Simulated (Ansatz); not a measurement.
One change: `C[SiH2]C(O)F` becomes `C[SiH2]C(N)F`.

Ansatz, PBE0-D4/def2-TZVP geometries, multiplicity 1. Each molecule was computed in one conformer, which needn't be the lowest.

```
                                        property  `C[SiH2]C(O)F`
               HOMO energy (PBE/def2-TZVPP) / eV           -6.74
            HOMO–LUMO gap (PBE0/def2-TZVPP) / eV            8.86
             HOMO energy (B3LYP/def2-TZVPP) / eV           -8.06
           HOMO energy (ωB97M-V/def2-TZVPP) / eV          -10.57
size of the dipole moment (B3LYP/def2-TZVPP) / D            1.09
             HOMO–LUMO gap (PBE/def2-TZVPP) / eV            6.49
```

Question: Give the same properties after the change, and the shifts. (An estimate is asked.)

Answer: The calculation gave: 
```csv
property,`C[SiH2]C(N)F`,shift
HOMO energy (PBE/def2-TZVPP) / eV,-6.37,0.37
HOMO–LUMO gap (PBE0/def2-TZVPP) / eV,8.45,-0.41
HOMO energy (B3LYP/def2-TZVPP) / eV,-7.63,0.43
HOMO energy (ωB97M-V/def2-TZVPP) / eV,-10.25,0.32
size of the dipole moment (B3LYP/def2-TZVPP) / D,1.41,0.32
HOMO–LUMO gap (PBE/def2-TZVPP) / eV,6.14,-0.35
```

Dipoles are sizes alone; their direction can turn.

B3LYP here is the variant with VWN-RPA as its local correlation; programs differ in this.
